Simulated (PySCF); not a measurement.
Au(Cl)(CO) (CAuClO), SMILES [Au]([Cl])<-[C-]#[O+], multiplicity 1.

Geometry optimised at B3LYP-D3(BJ)/def2-SVP. The spin state was assumed, not searched. The isomer is the one that the SMILES or the coordinates give; other isomers of the formula were not compared. The def2 effective core potentials stand for the cores of Au; spin–orbit coupling is left out.

Two levels are set side by side: TDA-PBE/def2-SVPD (PySCF) and TDA-ωB97X/def2-SVPD (PySCF). Vertical, same geometry. The lowest singlet is HOMO→LUMO 50 %, HOMO−1→LUMO+1 50 % with PBE and HOMO−1→LUMO+1 43 %, HOMO→LUMO 43 %, HOMO−7→LUMO+1 6 %, HOMO−6→LUMO 6 % with the other functional; states are paired by order. Differences are taken from unrounded values.

| quantity | TDA-ωB97X |
|---|---|
| lowest singlet excitation (eV) | 5.44 |
| lowest triplet excitation (TDA) (eV) | 5.18 |
| first bright state (f over 0.05) (eV) | 5.54 |
| its oscillator strength | 0.05 |

Problem. What does TDA-PBE give, and how far is it from TDA-ωB97X? (The exact figures need the calculation; the answer reports its results.)

Solution. 
| quantity | TDA-PBE | TDA-PBE minus TDA-ωB97X |
|---|---|---|
| lowest singlet excitation (eV) | 3.64 | -1.80 |
| lowest triplet excitation (TDA) (eV) | 3.46 | -1.71 |
| first bright state (f over 0.05) (eV) | 4.64 | -0.90 |
| its oscillator strength | 0.27 | 0.22 |

A lower first singlet is the usual sign of a functional without exact exchange. Differences between two approximate levels are no errors against the true value.

Rough cost on one machine, each run with all the roots and properties that it gave: TDA-ωB97X against TDA-PBE about 3 times.
